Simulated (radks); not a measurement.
Results of a calculation; reference values are marked as such.
Initial-state core-level shifts of the hafnium ion Hf3+ when its valence configuration changes from [Xe] 4f14 5d1. Code: a radial shooting solver on a logarithmic mesh with Libxc functionals. Model: Dirac Kohn-Sham, PBE, spin-unpolarised, spherical densities, point nucleus; open shells are shared between the two j in proportion to 2j + 1. Shifts are changes of the shell-averaged eigenvalues in eV (positive: less bound).

| valence | 1s | 3s | 3p | 5s |
|---|---|---|---|---|
| 4f14 6p1 | -4.590 | -4.631 | -4.632 | -4.556 |
| 4f13 5d1 6p1 | -13.549 | -15.457 | -15.434 | -9.223 |
| 4f14 5d0.5 6p0.5 | -2.270 | -2.292 | -2.292 | -2.262 |
| 4f12 5d3 | -18.249 | -22.213 | -22.162 | -9.143 |
| 4f14 5d0.5 6s0.5 | -1.570 | -1.604 | -1.604 | -1.579 |
| 4f13.5 5d1.5 | -4.314 | -5.204 | -5.193 | -2.299 |
| 4f12 5d1 6p2 | -28.192 | -32.299 | -32.249 | -18.613 |
| 4f14 6s1 | -3.191 | -3.258 | -3.258 | -3.195 |
| 4f13 5d2 | -8.800 | -10.648 | -10.625 | -4.593 |
